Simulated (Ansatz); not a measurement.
`BrC1CO1` and `FC1CO1` differ in one element.

Ansatz, PBE0-D4/def2-TZVP geometries, multiplicity 1. 

Scalar relativity is left out up to krypton.

```csv
property,`BrC1CO1`
"ideal-gas entropy at 298 K and 1 bar (rigid rotor, harmonic PBE0-D4/def2-TZVP) / J/(mol·K)",290
size of the dipole moment (PBE/def2-TZVPP) / D,2.07
LUMO energy (PBE/def2-TZVPP) / eV,-1.03
HOMO energy (PBE0/def2-TZVPP) / eV,-8.02
HOMO–LUMO gap (B3LYP/def2-TZVPP) / eV,7.47
HOMO–LUMO gap (ωB97M-V/def2-TZVPP) / eV,12.33
```

(1) What does the change do to each property? (Estimate.)

## Answers

(1) Ansatz gave: 
| property | `FC1CO1` | shift |
| --- | --- | --- |
| ideal-gas entropy at 298 K and 1 bar (rigid rotor, harmonic PBE0-D4/def2-TZVP) / J/(mol·K) | 267 | -23 |
| size of the dipole moment (PBE/def2-TZVPP) / D | 2.02 | -0.05 |
| LUMO energy (PBE/def2-TZVPP) / eV | 0.71 | 1.74 |
| HOMO energy (PBE0/def2-TZVPP) / eV | -8.70 | -0.68 |
| HOMO–LUMO gap (B3LYP/def2-TZVPP) / eV | 9.79 | 2.32 |
| HOMO–LUMO gap (ωB97M-V/def2-TZVPP) / eV | 14.40 | 2.07 |

With PBE0 the HOMO falls by 0.68 eV and the LUMO rises by 1.73 eV, so the gap widens by about 2.41 eV. PBE moves the HOMO by -0.33 eV and ωB97M-V by -0.85 eV. Dipoles are sizes alone; their direction can turn.

B3LYP here is the variant with VWN-RPA as its local correlation; programs differ in this.

Spin–orbit coupling is left out; it splits and shifts lone-pair levels of the heavy atoms by tenths of an eV.
